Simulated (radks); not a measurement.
Charge is removed step by step from the 1s down level of neutral lithium, starting from 1s(up 1, down 1) 2s1. Calculated with a radial shooting solver on a logarithmic mesh with Libxc functionals: non-relativistic Kohn-Sham, PBE, spin-polarised, spherical densities, point nucleus; open shells are filled with parallel spins first.

| removed (e) | E - E(0) (eV) | eigenvalue (eV) |
|---|---|---|
| 0 | 0.000 | -51.511 |
| 0.1 | 5.284 | -54.179 |
| 0.2 | 10.836 | -56.866 |
| 0.3 | 16.658 | -59.552 |
| 0.4 | 22.746 | -62.214 |
| 0.5 | 29.098 | -64.819 |
| 0.6 | 35.707 | -67.320 |
| 0.7 | 42.556 | -69.638 |
| 0.8 | 49.623 | -71.618 |
| 0.9 | 56.855 | -72.795 |

The mean slope of the eigenvalue, de/dn, is 23.6 eV per electron.
